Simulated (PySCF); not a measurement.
Members of one series of related molecules.

All values: CAM-B3LYP/def2-SVPD (PySCF) at GFN2-xTB geometries, gas phase, one conformer each. Core orbitals are frozen in the response; Δα² is half the sum of the squared differences of the principal polarisabilities.

**Question.** Rank by polarisability anisotropy Δα, lowest first.
A. `[NH2:1][CH2:2][c:3]1[cH:4][o:5][c:6]([SiH3:7])[cH:8]1` with H–N1–C2–C3 -58° and 60°, N1–C2–C3–C4 -80°
B. `[F:1][CH:2]([F:3])[c:4]1[cH:5][o:6][c:7]([SiH3:8])[cH:9]1` with F1–C2–C4–C5 -64°
C. `[SiH3:1][NH:2][c:3]1[cH:4][o:5][c:6]([SiH3:7])[cH:8]1` with Si1–N2–C3–C4 180°

**Answer.** B (6.54 Å³), A (6.87 Å³), C (8.26 Å³).

**Question.** Rank by HOMO–LUMO gap, highest first.
A. `[SiH3]c1occ(c1)CN`
B. `FC(F)C1=COC([SiH3])=C1`
C. `[SiH3]Nc1coc([SiH3])c1`
D. `NC1=COC([SiH3])=C1`

**Answer.** B (8.74 eV), A (8.55 eV), D (8.08 eV), C (7.93 eV).

**Question.** Rank by mean static polarisability, highest first.
A. `Nc1coc([SiH3])c1`
B. `N([SiH3])c1coc([SiH3])c1`
C. `FC(F)c1coc([SiH3])c1`
D. `NCc1coc([SiH3])c1`

**Answer.** B (16.42 Å³), D (14.27 Å³), C (13.07 Å³), A (12.58 Å³).

All values together:

```json
{"SMILES": "FC(F)c1coc([SiH3])c1", "formula": "C5H6F2OSi", "μ (D)": "2.27", "HOMO (eV)": "-8.40", "LUMO (eV)": "0.34", "α (Å³)": "13.07", "Δα (Å³)": "6.54", "electrons": "76", "α per electron (Å³)": "0.172"}
{"SMILES": "NCc1coc([SiH3])c1", "formula": "C5H9NOSi", "μ (D)": "0.45", "HOMO (eV)": "-7.83", "LUMO (eV)": "0.72", "α (Å³)": "14.27", "Δα (Å³)": "6.87", "electrons": "68", "α per electron (Å³)": "0.210"}
{"SMILES": "[SiH3]Nc1coc([SiH3])c1", "formula": "C4H9NOSi2", "μ (D)": "1.57", "HOMO (eV)": "-7.10", "LUMO (eV)": "0.83", "α (Å³)": "16.42", "Δα (Å³)": "8.26", "electrons": "76", "α per electron (Å³)": "0.216"}
{"SMILES": "Nc1coc([SiH3])c1", "formula": "C4H7NOSi", "μ (D)": "2.07", "HOMO (eV)": "-7.15", "LUMO (eV)": "0.93", "α (Å³)": "12.58", "Δα (Å³)": "6.82", "electrons": "60", "α per electron (Å³)": "0.210"}
```

Conformers: `[F:1][CH:2]([F:3])[c:4]1[cH:5][o:6][c:7]([SiH3:8])[cH:9]1` with F1–C2–C4–C5 -64°; `[NH2:1][CH2:2][c:3]1[cH:4][o:5][c:6]([SiH3:7])[cH:8]1` with H–N1–C2–C3 -58° and 60°, N1–C2–C3–C4 -80°; `[SiH3:1][NH:2][c:3]1[cH:4][o:5][c:6]([SiH3:7])[cH:8]1` with Si1–N2–C3–C4 180°.
